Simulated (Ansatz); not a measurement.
Basis sets compared for n-GeGeGeGeGeH12 (Ge₅H₁₂). Charge 0, multiplicity 1. Geometry PBE0-D4/def2-SVP. Ansatz on 4 threads of Arm Neoverse V2 on a shared host; times are rough, and most runs start from earlier orbitals.

```xyz
17

Ge    0.462    1.775   -1.939
Ge    0.271   -0.644   -1.946
Ge    1.252   -1.543    0.085
Ge    0.476   -0.191    1.945
Ge   -1.941   -0.020    1.881
H     1.941    2.181   -1.807
H    -0.107    2.382   -3.234
H    -0.312    2.353   -0.739
H     0.960   -1.228   -3.194
H    -1.221   -1.032   -1.996
H     0.830   -3.013    0.284
H     2.790   -1.490   -0.013
H     0.928   -0.787    3.293
H     1.091    1.219    1.815
H    -2.460    0.960    2.949
H    -2.575   -1.403    2.124
H    -2.384    0.481    0.492
```

Another isomer (singlet) lies 0.11 eV lower at PBE0-D4/def2-TZVP; other spin states weren't run for this one.

Binding counts from free atoms (Ge triplet, H doublet) in the same basis, without a counterpoise term.

```
           level  functions  energy (Eh)  HOMO (eV)  LUMO (eV)  binding per atom (eV)  wall time
 PBE-D4/def2-SVP        220  -10389.3509      -6.63      -0.84                   2.66      4.4 s
PBE0-D4/def2-SVP        220  -10389.6459      -7.66      -0.06                   2.67      9.5 s
```

Problem. Estimate the rows for PBE-D4/def2-TZVP (with forces), PBE0-D4/def2-TZVP.

Solution. 
```csv
level,functions,energy (Eh),HOMO (eV),LUMO (eV),binding per atom (eV),wall time
PBE-D4/def2-TZVP (with forces),312,-10390.6670,-6.66,-1.02,2.66,9.5 s
PBE0-D4/def2-TZVP,312,-10390.9549,-7.65,-0.22,2.67,21 s
```
